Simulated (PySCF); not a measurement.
C2H5BF2O, SMILES O[C@H](B(F)F)C.

Geometry: r2SCAN-D4/def2-SVP. The structure was generated by enumeration; whether it is a known compound was not checked. The values are those of a single conformer.

Two levels are set side by side: TDA-PBE/def2-SVPD (PySCF) and TDA-LC-ωPBE/def2-SVPD (PySCF). Vertical, same geometry. The lowest singlet is HOMO→LUMO 99 % with PBE and HOMO→LUMO 63 %, HOMO→LUMO+2 14 %, HOMO→LUMO+1 13 % with the other functional; states are paired by order. Differences are taken from unrounded values.

```tsv
quantity	TDA-LC-ωPBE
lowest singlet excitation (eV)	7.53
lowest triplet excitation (TDA) (eV)	7.09
first bright state (f over 0.05) (eV)	9.75
its oscillator strength	0.07
```

Task: What does TDA-PBE give, and how far is it from TDA-LC-ωPBE? (Estimate from the structure and the level; the computed values follow.)

Result: 
```json
[
 {"quantity": "lowest singlet excitation (eV)", "TDA-PBE": "5.66", "TDA-PBE minus TDA-LC-ωPBE": "-1.87"},
 {"quantity": "lowest triplet excitation (TDA) (eV)", "TDA-PBE": "5.46", "TDA-PBE minus TDA-LC-ωPBE": "-1.63"},
 {"quantity": "first bright state (f over 0.05) (eV)", "TDA-PBE": "7.79", "TDA-PBE minus TDA-LC-ωPBE": "-1.95"},
 {"quantity": "its oscillator strength", "TDA-PBE": "0.06", "TDA-PBE minus TDA-LC-ωPBE": "-0.01"}
]
```

A lower first singlet is the usual sign of a functional without exact exchange. Differences between two approximate levels are no errors against the true value.

Rough cost on one machine, each run with all the roots and properties that it gave: TDA-LC-ωPBE against TDA-PBE about 3 times.
